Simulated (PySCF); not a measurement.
**Spin-rotation constants: `O=C(O)CCCCBr`, C$_{5}$H$_{9}$BrO$_{2}$**

Geometry:
```tsv
atom	x (Å)	y (Å)	z (Å)
O1	1.667	1.123	1.204
C2	2.023	0.434	0.289
O3	3.178	0.634	-0.358
C4	1.281	-0.756	-0.271
C5	-0.154	-0.839	0.243
C6	-1.028	0.267	-0.350
C7	-2.444	0.171	0.184
Br8	-3.595	1.517	-0.639
H9	3.657	1.387	0.023
H10	1.313	-0.699	-1.360
H11	1.841	-1.645	0.026
H12	-0.572	-1.814	-0.015
H13	-0.144	-0.745	1.330
H14	-1.043	0.180	-1.440
H15	-0.605	1.239	-0.092
H16	-2.482	0.352	1.258
H17	-2.898	-0.793	-0.043
```

Computed with PySCF, GIAO KT2/3-21G magnetisability, rotational g tensor and spin-rotation constants, non-relativistic, gas phase. Geometry: GFN2-xTB.

The calculation is non-relativistic, which matters for the atoms heavier than Zn.

Question: Give the nuclear spin-rotation constants along the inertial axes (H = +C I·J) beside the isotropic shieldings.

Answer: Rotational constants 3.7666, 0.3975, 0.3822 GHz. A star marks the isotopologue with that one atom substituted, in its own axes.
| atom | isotope | Caa (kHz) | Cbb (kHz) | Ccc (kHz) | mean (kHz) | σ (ppm) |
| --- | --- | --- | --- | --- | --- | --- |
| Br8 | 79Br | 2.343 | 0.488 | 0.559 | 1.130 | 2392.5 |
| H9 | 1H | -0.403 | 0.002 | -0.041 | -0.147 | 28.1 |
| H10 | 1H | -0.452 | -0.047 | 0.012 | -0.163 | 30.7 |
| H11 | 1H | -0.213 | -0.012 | -0.044 | -0.090 | 30.3 |
| H12 | 1H | -0.417 | 0.003 | -0.046 | -0.153 | 31.8 |
| H13 | 1H | -0.408 | -0.049 | 0.009 | -0.149 | 31.1 |
| H14 | 1H | -0.431 | -0.051 | 0.009 | -0.158 | 31.7 |
| H15 | 1H | -0.377 | 0.007 | -0.046 | -0.139 | 30.9 |
| H16 | 1H | -0.426 | -0.044 | 0.011 | -0.153 | 30.0 |
| H17 | 1H | -0.401 | 0.007 | -0.041 | -0.145 | 30.2 |
| O1 | 17O* | -1.156 | -0.137 | -0.137 | -0.477 | -17.0 |
| C2 | 13C* | 1.216 | 0.125 | 0.095 | 0.479 | 64.5 |
| O3 | 17O* | -0.494 | -0.095 | -0.074 | -0.221 | 163.5 |
| C4 | 13C* | 0.440 | 0.052 | 0.051 | 0.181 | 176.8 |
| C5 | 13C* | 0.421 | 0.048 | 0.049 | 0.172 | 181.9 |
| C6 | 13C* | 0.426 | 0.060 | 0.053 | 0.180 | 172.5 |
| C7 | 13C* | 0.438 | 0.055 | 0.056 | 0.183 | 172.2 |

For the geometry as given, no vibrational averaging.
